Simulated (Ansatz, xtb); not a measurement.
# Relative energy of two isomers of C4H4F4Se

Structure I: `F/C=C/[C@H]([SeH])C(F)(F)F`, a singlet. Structure II: `C=C(F)[Se]CC(F)(F)F`, a singlet. Both are isolated molecules in the gas phase, relaxed with r2SCAN-D4/def2-SVP; each stands in its lowest conformer found.

I (Å):

```xyz
13

C    -1.9572   -1.1380    0.1161
C    -1.8420    0.1878    0.2181
C    -2.1243    1.1016   -0.9211
C    -3.1797    2.1401   -0.5603
F    -1.6843   -1.9515    1.1340
F    -3.4974    2.9225   -1.5958
F    -2.7672    2.9289    0.4477
F    -4.3079    1.5299   -0.1554
Se   -0.4820    1.9821   -1.6165
H    -2.2681   -1.6768   -0.7868
H    -1.5216    0.6246    1.1704
H    -2.5142    0.5476   -1.7902
H    -0.1436    2.5630   -0.3080
```

II (Å):

| atom | x (Å) | y (Å) | z (Å) |
| --- | --- | --- | --- |
| C | -0.9020 | -2.5130 | -0.1588 |
| C | -1.4766 | -1.4246 | -0.6729 |
| C | -1.6429 | 0.5597 | -2.7565 |
| C | -0.1789 | 0.7423 | -3.0765 |
| F | -1.6928 | -0.3308 | 0.0715 |
| F | 0.1857 | 0.0770 | -4.1812 |
| F | 0.6063 | 0.3290 | -2.0698 |
| F | 0.0840 | 2.0471 | -3.2850 |
| Se | -2.1692 | -1.2962 | -2.4424 |
| H | -0.6835 | -3.3722 | -0.7932 |
| H | -0.6487 | -2.5434 | 0.9041 |
| H | -2.2398 | 0.9199 | -3.6063 |
| H | -1.8954 | 1.1506 | -1.8656 |

Task: Estimate E(II) − E(I) at the level CCSD(T)/def2-SVP + ΔMP2/def2-TZVPP.

Result: Too close to call at this level: CCSD(T)/def2-SVP + ΔMP2/def2-TZVPP gives E(II) − E(I) = −1.67 kJ/mol.

The same difference at several levels:

| level | geometry | E(II) − E(I) (kJ/mol) | departure from the last row (kJ/mol) | job, with rough time for the two |
| --- | --- | --- | --- | --- |
| GFN2-xTB | GFN2-xTB | +9.14 | +10.81 | optimisation, 0.48 s |
| HF/STO-3G | GFN2-xTB | −28.60 | −26.93 | single point, 0.84 s |
| r2SCAN-D4/def2-SVP//GFN2-xTB | GFN2-xTB | +3.11 | +4.79 | single point, 6.6 s |
| r2SCAN-D4/def2-SVP | r2SCAN-D4/def2-SVP | +1.81 | +3.48 | optimisation, 77 s |
| HF/def2-SVP | r2SCAN-D4/def2-SVP | +13.00 | +14.68 | part of the CCSD(T) run |
| MP2/def2-SVP | r2SCAN-D4/def2-SVP | +14.04 | +15.71 | part of the CCSD(T) run |
| CCSD(T)/def2-SVP | r2SCAN-D4/def2-SVP | +15.45 | +17.12 | single point |
| CCSD(T)/def2-SVP + ΔMP2/def2-TZVPP | r2SCAN-D4/def2-SVP | −1.67 |  | single point, 5 min |

As drawn, II has 1 C–Se, 1 C–H in place of 1 C–C, 1 Se–H.

The largest departure from CCSD(T)/def2-SVP + ΔMP2/def2-TZVPP is that of HF/STO-3G, 26.93 kJ/mol. The last row adds to CCSD(T) the change of the MP2 difference between the two basis sets, here −17.12 kJ/mol, a large step that makes the value less sure.

With thermal terms from frequencies at re-optimised GFN2-xTB minima (ideal gas, soft modes damped towards free rotors, one conformer each, 298.15 K, 1 atm): on the last row, ΔE + ΔZPE = +4.39, ΔH = +4.15, ΔG = +5.27 kJ/mol.

The correlated steps freeze 17 core orbitals; the filled d shell of Se is correlated, in a basis made for valence electrons. Mirror images aren't counted in ΔG. Programs: Ansatz 0.2.0, xtb 6.7.1; the last row on 4 threads of Arm Neoverse V1 on a shared host.
